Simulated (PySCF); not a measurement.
Species: CH8N2SSi2.
SMILES with atom numbers: `[CH3:1][S:2][SiH:3]1[NH:4][SiH2:5][NH:6]1` (hydrogens: H7, H8, H9 on C1; H10 on Si3; H11 on N4; H12, H13 on Si5; H14 on N6)

The same species was optimised twice, with GFN2-xTB and with PBE0-D3(BJ)/def2-SVP (PySCF), and the same property calculations (PySCF, gas phase) were run on both structures.

```tsv
coordinate	GFN2-xTB	PBE0-D3(BJ)/def2-SVP	change
Si3–N6 (Å)	1.738	1.747	+0.009
Si3–N4 (Å)	1.738	1.746	+0.008
Si5–N6 (Å)	1.741	1.747	+0.006
N4–Si5 (Å)	1.741	1.746	+0.005
S2–Si3 (Å)	2.134	2.129	-0.005
C1–S2 (Å)	1.822	1.823	+0.001
N4–Si5–N6 (°)	83.2	86.2	+3.0
N4–Si3–N6 (°)	83.4	86.2	+2.8
Si3–N6–Si5 (°)	96.5	93.7	-2.8
Si3–N4–Si5 (°)	96.5	93.8	-2.7
S2–Si3–N4 (°)	114.5	116.2	+1.7
S2–Si3–N6 (°)	114.6	116.2	+1.6
C1–S2–Si3 (°)	99.6	98.8	-0.8
C1–S2–Si3–N4 (°)	46	51	+5
```

Rotational constants: A = 3817, B = 1255, C = 1153 MHz (GFN2-xTB) against A = 3751, B = 1254, C = 1161 MHz (PBE0-D3(BJ)/def2-SVP).

On the GFN2-xTB structure: isotropic polarisability (au) 93.9 [CAM-B3LYP/def2-SVPD]; HOMO (eV) -8.08 [CAM-B3LYP/def2-SVPD]; LUMO (eV) 0.60 [CAM-B3LYP/def2-SVPD]; dipole (D) 1.88 [CAM-B3LYP/def2-SVPD]; HOMO (eV) -6.76 [PBE0/pcSseg-1]; LUMO (eV) -0.13 [PBE0/pcSseg-1]; dipole (D) 2.05 [PBE0/pcSseg-1]; GIAO shielding of C1 (ppm) 176.4 [PBE0/pcSseg-1]; GIAO shielding of S2 (ppm) 609.2 [PBE0/pcSseg-1]; GIAO shielding of Si3 (ppm) 350.4 [PBE0/pcSseg-1]; GIAO shielding of N4/N6 (mean) (ppm) 244.1 [PBE0/pcSseg-1]; GIAO shielding of Si5 (ppm) 376.4 [PBE0/pcSseg-1].

What do these properties become on the PBE0-D3(BJ)/def2-SVP structure?

```json
{"property": "isotropic polarisability (au)", "level": "CAM-B3LYP/def2-SVPD", "on GFN2-xTB": "93.9", "on PBE0-D3(BJ)/def2-SVP": "95.4", "change": "+1.5"}
{"property": "HOMO (eV)", "level": "CAM-B3LYP/def2-SVPD", "on GFN2-xTB": "-8.08", "on PBE0-D3(BJ)/def2-SVP": "-8.20", "change": "-0.12"}
{"property": "LUMO (eV)", "level": "CAM-B3LYP/def2-SVPD", "on GFN2-xTB": "0.60", "on PBE0-D3(BJ)/def2-SVP": "0.67", "change": "+0.07"}
{"property": "dipole (D)", "level": "CAM-B3LYP/def2-SVPD", "on GFN2-xTB": "1.88", "on PBE0-D3(BJ)/def2-SVP": "1.60", "change": "-0.28"}
{"property": "energy, GFN2-xTB geometry as zero (kcal/mol)", "level": "CAM-B3LYP/def2-SVPD", "on GFN2-xTB": "0.0", "on PBE0-D3(BJ)/def2-SVP": "-3.1", "change": "-3.1"}
{"property": "HOMO (eV)", "level": "PBE0/pcSseg-1", "on GFN2-xTB": "-6.76", "on PBE0-D3(BJ)/def2-SVP": "-6.90", "change": "-0.14"}
{"property": "LUMO (eV)", "level": "PBE0/pcSseg-1", "on GFN2-xTB": "-0.13", "on PBE0-D3(BJ)/def2-SVP": "-0.05", "change": "+0.08"}
{"property": "dipole (D)", "level": "PBE0/pcSseg-1", "on GFN2-xTB": "2.05", "on PBE0-D3(BJ)/def2-SVP": "1.74", "change": "-0.31"}
{"property": "energy, GFN2-xTB geometry as zero (kcal/mol)", "level": "PBE0/pcSseg-1", "on GFN2-xTB": "0.0", "on PBE0-D3(BJ)/def2-SVP": "-3.1", "change": "-3.1"}
{"property": "GIAO shielding of C1 (ppm)", "level": "PBE0/pcSseg-1", "on GFN2-xTB": "176.4", "on PBE0-D3(BJ)/def2-SVP": "174.4", "change": "-2.0"}
{"property": "GIAO shielding of S2 (ppm)", "level": "PBE0/pcSseg-1", "on GFN2-xTB": "609.2", "on PBE0-D3(BJ)/def2-SVP": "609.9", "change": "+0.7"}
{"property": "GIAO shielding of Si3 (ppm)", "level": "PBE0/pcSseg-1", "on GFN2-xTB": "350.4", "on PBE0-D3(BJ)/def2-SVP": "353.7", "change": "+3.3"}
{"property": "GIAO shielding of N4/N6 (mean) (ppm)", "level": "PBE0/pcSseg-1", "on GFN2-xTB": "244.1", "on PBE0-D3(BJ)/def2-SVP": "243.7", "change": "-0.4"}
{"property": "GIAO shielding of Si5 (ppm)", "level": "PBE0/pcSseg-1", "on GFN2-xTB": "376.4", "on PBE0-D3(BJ)/def2-SVP": "377.4", "change": "+1.0"}
```

The heavy atoms differ by 0.040 Å rms after alignment. Among bonds between heavy atoms Si3–N4 and Si3–N6 change most and about equally (+0.008 to +0.009 Å). Changes are differences of the printed values. Neither structure is proved a minimum here.

The values belong to the conformer `[CH3:1][S:2][SiH:3]1[NH:4][SiH2:5][NH:6]1`: C1–S2–Si3–N4 51°.
